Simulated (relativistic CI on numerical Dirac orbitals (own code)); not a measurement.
**Slater and spin-orbit integrals, Hg VII**

Method of calculation: Dirac-Coulomb-Breit CI, orbitals from a KLI potential per configuration, QED by a radiative potential, unscaled Slater integrals (own radial code, finite nucleus).

Slater integrals F^k, G^k are unscaled and averaged over j, outside the closed core [Kr] 4d10 4f14; ζ comes from projecting the Hamiltonian with its Breit term on Σ l·s of the shell.

- 5s2 5p6 5d6: F^2(5d,5d) = 83376, F^4(5d,5d) = 56292, ζ(5d) = 7423.1 cm⁻¹; <r>(5d) = 1.265, <r^2>(5d) = 1.815 (bohr units).
- 5s2 5p6 5d5 6s: F^2(5d,5d) = 84114, F^4(5d,5d) = 56828, ζ(5d) = 7713.1, G^2(5d,6s) = 25153 cm⁻¹; <r>(5d) = 1.253, <r^2>(5d) = 1.783, <r>(6s) = 1.928, <r^2>(6s) = 4.128 (bohr units).
- 5s2 5p6 5d5 5f: F^2(5d,5d) = 84318, F^4(5d,5d) = 56985, ζ(5d) = 7762.5, F^2(5d,5f) = 48801, F^4(5d,5f) = 29651, G^1(5d,5f) = 51703, G^3(5d,5f) = 31713, G^5(5d,5f) = 22489, ζ(5f) = 86.403 cm⁻¹; <r>(5d) = 1.251, <r^2>(5d) = 1.775, <r>(5f) = 2.104, <r^2>(5f) = 5.079 (bohr units).

Give the Racah parameters of the d shell in 5s2 5p6 5d6.

B = F²/49 − 5F⁴/441 = 1063 cm⁻¹ and C = 35F⁴/441 = 4468 cm⁻¹.

In this model ζ of a weakly bound d, f or g electron outside closed shells comes out too small, for d by up to a factor of two or three and at times with the wrong sign; that of an outer p electron is too small as well.

Averages of the first 10 configurations, taken without configuration mixing, which lowers the lowest level and can move excited configurations by several eV; other configurations of the list can lie among them:

```json
{"Configuration": "5s2 5p6 5d6", "Parity": "even", "States": "210", "Average energy above the lowest level (eV)": "6.0"}
{"Configuration": "5s2 5p6 5d5 6s", "Parity": "even", "States": "504", "Average energy above the lowest level (eV)": "26.3"}
{"Configuration": "5s2 5p6 5d5 5f", "Parity": "odd", "States": "3528", "Average energy above the lowest level (eV)": "56.4"}
{"Configuration": "5s2 5p6 5d5 6p", "Parity": "odd", "States": "1512", "Average energy above the lowest level (eV)": "40.2"}
{"Configuration": "5s2 5p5 5d7", "Parity": "odd", "States": "720", "Average energy above the lowest level (eV)": "73.9"}
{"Configuration": "5s2 5p6 5d5 5g", "Parity": "even", "States": "4536", "Average energy above the lowest level (eV)": "75.6"}
{"Configuration": "5s2 5p6 5d5 6d", "Parity": "even", "States": "2520", "Average energy above the lowest level (eV)": "57.4"}
{"Configuration": "5s2 5p6 5d5 7s", "Parity": "even", "States": "504", "Average energy above the lowest level (eV)": "61.1"}
{"Configuration": "5s2 5p6 5d4 6s 6p", "Parity": "odd", "States": "2520", "Average energy above the lowest level (eV)": "62.0"}
{"Configuration": "5s2 5p6 5d5 7p", "Parity": "odd", "States": "1512", "Average energy above the lowest level (eV)": "66.8"}
```
